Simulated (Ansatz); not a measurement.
Isolated molecules relaxed with PBE0-D4/def2-TZVP in Ansatz; ΔE leaves out vibrations. CBS: MP2 limit from def2 TZ/QZ plus the TZ coupled-cluster correction, frozen cores. DFT in def2-TZVPP. B3LYP here is the variant with VWN-RPA as its local correlation; programs differ in this. def2 core potentials past Kr. For Sn outer-core shells are correlated without core-valence functions, which leaves a few kJ/mol of doubt a bond. One conformer a species, not always the lowest.

`N[SiH2]C[SiH](N)F` + `[OH][SnH3]` → `N[SiH](F)[O][SnH3]` + `C[SiH2]N`  (ligand exchange at the Si–C bond)

```
             level  ΔE (kcal/mol)
            PBE-D4          -24.1
           PBE0-D4          -25.6
          B3LYP-D4          -27.8
            B2PLYP          -29.2
              PBE0          -26.4
SCS-MP2/def2-TZVPP          -29.5
   CCSD/def2-TZVPP          -29.3
    MP2/def2-QZVPP          -28.6
```

Q: What does CCSD(T)/CBS give? (Best estimate.)

A: The calculation gave: -28.5 kcal/mol. The listed levels differ from it by 4.4, 2.9, 0.7, -0.7, 2.1, -1.0, -0.8, -0.1 kcal/mol.

Largest T1 diagnostic among the species: 0.014.

The D4 term adds +1.4 kcal/mol with B3LYP and +0.8 kcal/mol with PBE0; it sums over pairs of atoms, weighted by their polarisabilities, and B3LYP, whose exchange is more repulsive, gets the larger term. In def2-TZVPP, CCSD(T) changes the Hartree–Fock value by +6.1 kcal/mol (the triples alone add +0.9 kcal/mol) and MP2 by +6.2 kcal/mol. From PBE to PBE0 (25 % exact exchange), in def2-TZVPP and without D4, ΔE moves by −1.4 kcal/mol.
